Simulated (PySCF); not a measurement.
C3H9ClSi.
Atom-mapped SMILES: `[CH3:1][C:2]([CH3:3])([SiH3:4])[Cl:5]`

Geometry (GFN2-xTB, Å), atoms numbered from 1 in this order:
```xyz
14
C3H9ClSi angstrom
C     -0.5725    1.0174   -0.9774
C     -0.1834    0.1989    0.2398
C     -1.0478   -1.0431    0.3558
Si     1.6969   -0.1759    0.3326
Cl    -0.5010    1.2208    1.7058
H     -0.3734    0.4402   -1.8789
H      0.0002    1.9405   -1.0252
H     -1.6319    1.2718   -0.9549
H     -0.8600   -1.6941   -0.4966
H     -0.8200   -1.5926    1.2662
H     -2.1062   -0.7834    0.3675
H      2.4076    1.0979    0.2888
H      1.9470   -0.8932    1.5787
H      2.0438   -1.0057   -0.8244
```

Lines to be assigned: C 1s: 290.88 (area 2), 291.71 (area 1) eV; Si 1s: 1846.45 eV; Si 2p3/2: 106.76 eV; Cl 1s: 2828.00 eV; Cl 2p3/2: 205.42 eV.

Level of theory: PySCF, delta-SCF UKS SCAN, pcX-2 on the ionised atom, pcseg-1 elsewhere, spin-free X2C. Geometry: GFN2-xTB; no solvent, vibrations or thermal averaging.

Order the carbon atoms by C 1s binding energy.

290.88 eV: C1/C3 (methyl carbon); 291.71 eV: C2 (sp3 C–Cl carbon). The listed C 1s values span 0.83 eV, from C1/C3 (bonded to C and 3 H) to C2 (bonded to Cl, 2 C and Si). Summing the Pauling electronegativity differences to the bonded atoms, each weighted by its formal bond order, gives -1.05 for the lowest site and -0.04 for the highest.

Bonded neighbours of each site: C1/C3: C and 3 H; C2: Cl, 2 C and Si; Si4: C and 3 H; Cl5: C.

Which photon energy gives electrons from Cl 1s of Cl5 a kinetic energy of 100 eV, and what is their de Broglie wavelength?

hν = 2828.00 + 100 = 2928.00 eV, recoil neglected; λ = 12.264 Å/√(E/eV) = 1.23 Å.

The first atom of each set that the bonding makes equivalent was ionised and stands for the set. 2p3/2 and 2p1/2 are the ΔSCF energy of one spin-free 2p hole plus the eigenvalues of a spin–orbit and ligand-field matrix of the shell. 2p1/2 minus 2p3/2 (ligand field included): Si 0.62 eV, Cl 1.65 eV.
